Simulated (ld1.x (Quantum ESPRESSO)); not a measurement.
## Transferability test, ultrasoft potential for Cr (Z = 24)

ld1.x (Quantum ESPRESSO) 7.5 input, shortened:

```
&input
   title='Cr', zed=24., rel=0, dft='PBESOL', iswitch=3,
   config='[Ar] 3d6 4s0 4p0'
 /
 &inputp
   pseudotype=3, tm=.true., lloc=-1, rcloc=1.75,
   nlcc=.true., new_core_ps=.true.,
   which_augfun='PSQ', rmatch_augfun_nc=.true.
 /
6
3S  1  0   2.00   0.00  1.30  1.40  0.0
4S  2  0   0.00   0.00  1.30  1.40  0.0
3P  2  1   6.00   0.00  1.35  1.60  0.0
4P  3  1   0.00   0.00  1.35  1.60  0.0
3D  3  2   6.00   0.00  1.55  1.80  0.0
3D  3  2   0.00   0.75  1.55  1.80  0.0
 &test
   configts(1)='3s2 3p6 3d6 4s0 4p0'
 /
```

Energies are relative to the spin-unpolarised reference configuration 3s2 3p6 3d6 4s0 4p0; without spin polarisation the order of configurations can differ from experiment. The frozen-core shift is the all-electron ΔE with the core orbitals held at their reference shape minus the fully relaxed ΔE.

| valence configuration | charge | ΔE all-electron (eV) | error AE − PS (meV) | frozen-core shift (meV) |
| --- | --- | --- | --- | --- |
| 3s2 3p6 3d5 4s1 4p0 | 0 | -1.581 | +1.3 | +0.1 |
| 3s2 3p6 3d5 4s0 4p0 | +1 | 5.165 | -6.7 | 0.0 |
| 3s2 3p6 3d4 4s0 4p0 | +2 | 21.280 | +2.7 | +0.2 |
| 3s2 3p6 3d4 4s1 4p1 | 0 | 2.085 | +25 | +0.6 |
| 3s2 3p6 3d4 4s2 4p0 | 0 | -1.452 | +27 | +0.7 |
| 3s1 3p6 3d5 4s1 4p0 | +1 | 77.012 | +15 | +2.3 |

Q: What are ΔE and the potential's error for 3s2 3p6 3d5 4s0 4p1?

A: ΔE = 1.466 eV all-electron; the error (AE − PS) is -0.5 meV.

Levels in the configuration 3s2 3p6 3d5 4s1 4p0:

| level | all-electron (eV) | pseudo (eV) |
| --- | --- | --- |
| 3s | -72.294 | -72.291 |
| 3p | -44.998 | -45.006 |
| 3d | -3.011 | -3.013 |
| 4s | -3.920 | -3.929 |
